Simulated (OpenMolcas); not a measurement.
# What dynamic correlation does to the levels of Pt2+

* Program: OpenMolcas 26.06
* Basis: ANO-R1 [7s5p4d2f]
* Scalar Hamiltonian: X2C, finite nucleus
* Active space: 8 electrons in 5 orbitals (5d)
* State averaging: 2S+1 = 3 even, 10 roots; 2S+1 = 1 even, 15 roots
* Spin-orbit coupling: RASSI with atomic mean-field integrals over the reference wave functions, term energies averaged over their components

Methods on the same reference wave functions:
A. CASSCF
B. SS-CASPT2, IPEA 0.25 Eh, imaginary shift 0.1 Eh (closed shells correlated: 5s 5p)

Energies in cm⁻¹ above 5d⁸ ³F₄, the measured ground level; measured values from NIST levels as listed in McCann et al., Mon. Not. R. Astron. Soc. 538, 537 (2025).

```json
{"Level": "5d⁸ ³F₄", "A": "0.0", "B": "0.0", "Measured": "0.0"}
{"Level": "5d⁸ ³F₃", "A": "10251", "B": "10310", "Measured": "9752"}
{"Level": "5d⁸ ³P₂ [53 %]", "A": "17818", "B": "16840", "Measured": ""}
{"Level": "5d⁸ ³P₀", "A": "20866", "B": "18420", "Measured": "14939"}
{"Level": "5d⁸ ³P₁", "A": "22970", "B": "21100", "Measured": "16782"}
{"Level": "5d⁸ ¹G₄", "A": "25802", "B": "24230", "Measured": "21331"}
{"Level": "5d⁸ ¹S₀", "A": "54924", "B": "49690", "Measured": ""}
```

Deviations, from unrounded energies. A percentage is the sum of absolute deviations over the sum of measured energies, with the sign that they share, or ± where signs differ.

| Against measurement | Levels | A | B |
| --- | --- | --- | --- |
| mean absolute deviation (cm-1) | 4 | 4300 | 2800 |
| fine structure of the ground term (%) | 1 | +5.1 | +5.8 |
| other terms of the ground configuration (%) | 3 | +31.3 | +20.2 |

B lies closest to measurement on these levels. The largest miss of B in the table is 5d⁸ ³P₁, by +4300 cm-1. The ranking rests on the paired levels alone, and a cruder setting can come out closer through cancelling errors.

From A to B the spin-free energies of the other terms of 5d⁸ shown, above ³F, scale by factors of 0.85 to 0.90, as is usual when dynamic correlation screens the repulsion within a d or f shell.

The lowest spin-free term lies below A's lowest term by 0.291 hartree in B.

CASPT2 breaks the degeneracy within a term, and the mean is taken; among the terms shown or strongly mixed into the levels shown the widest spread is 430 cm-1 (5d⁸ ¹G, B). Configurations with an s electron lie low in 5d ions of this charge, fall among these levels and mix in, so low-spin terms can stand far too high, up to twice their true height, and weights are not those of the real levels. Without dynamic correlation excited terms often stand tens of per cent too high (terms of higher spin than the ground term too low), and those without a measured partner can miss by more than the paired ones (holds for A). Some terms miss by over 15 % even with CASPT2, which points to a basis or an active space too small for the shells correlated (holds for B). Computed and measured levels are paired by configuration, term and J; levels that our copy of the source lacks, or whose pairing is in doubt (as where it misses far off the trend of its configuration), stay unpaired and out of the deviations. Levels of configurations outside the active space are missing. Levels that lie high or do not pair safely by name in every column are left out.

A share in square brackets marks a mixed level and gives the weight of the term that names it, the lowest over the columns.
